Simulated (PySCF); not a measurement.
# Relaxation of singlet ScO₂⁻

Method: PySCF, PBE0, basis Sc def2-TZVPD, O def2-TZVPD (no relativity, density fitting). A (50,194) grid was used.

A start displaced from a saddle point along its imaginary mode, of C2v symmetry, held to at least that symmetry:

```xyz
3
charge -1 multiplicity 1, angstrom
Sc    0.0182    0.0834    0.0000
O    -0.0256   -0.1172    1.8373
O    -0.0256   -0.1172   -1.8373
```

Optimiser trace:
```json
{"step": "0", "E − E(last) (kJ/mol)": "23.24", "largest gradient (Eh/bohr)": "0.00954"}
{"step": "1", "E − E(last) (kJ/mol)": "21.17", "largest gradient (Eh/bohr)": "0.00729"}
{"step": "2", "E − E(last) (kJ/mol)": "10.22", "largest gradient (Eh/bohr)": "0.01334"}
{"step": "3", "E − E(last) (kJ/mol)": "1.98", "largest gradient (Eh/bohr)": "0.01302"}
{"step": "4", "E − E(last) (kJ/mol)": "0.99", "largest gradient (Eh/bohr)": "0.00581"}
{"step": "5", "E − E(last) (kJ/mol)": "0.08", "largest gradient (Eh/bohr)": "0.00094"}
{"step": "6", "E − E(last) (kJ/mol)": "0.00", "largest gradient (Eh/bohr)": "0.00030"}
{"step": "7", "E − E(last) (kJ/mol)": "0.00", "largest gradient (Eh/bohr)": "0.00003"}
```

It ends at C2v with Sc–O 1.799 Å (×2); O–Sc–O 130.5°. A frequency run shows a minimum.

Final geometry:
Coordinates in bohr (charge -1 multiplicity 1):
```
Sc    0.1265    0.5783    0.0000
O    -0.1778   -0.8127    3.0875
O    -0.1778   -0.8127   -3.0875
```

The relaxation took about 30 core-seconds on a shared host.
